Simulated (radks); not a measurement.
The numbers below are computed, except where a source is named.
Question: The mean radii <r> (bohr) of the occupied orbitals of an atom or ion are listed with their occupations. Level of theory: non-relativistic Kohn-Sham, SCAN, spin-polarised, spherical densities, point nucleus; meta-GGA in the generalised Kohn-Sham scheme (a radial shooting solver on a logarithmic mesh with Libxc functionals).

orbital  occ.     <r>
1s up       1  0.5085
2p up       1   2.383

Name the element and its charge. Open shells, if any, are filled with parallel spins first.

Answer: Z = 3, lithium, charge +1: Li+ in 1s1 2p1. The 1s radius gives Z: for a bare nucleus <r> = 1.5/Z, 0.5 bohr for Z = 3, and screening makes it slightly larger (0.5085 here). The occupations add up to 2, and the charge is Z minus that.
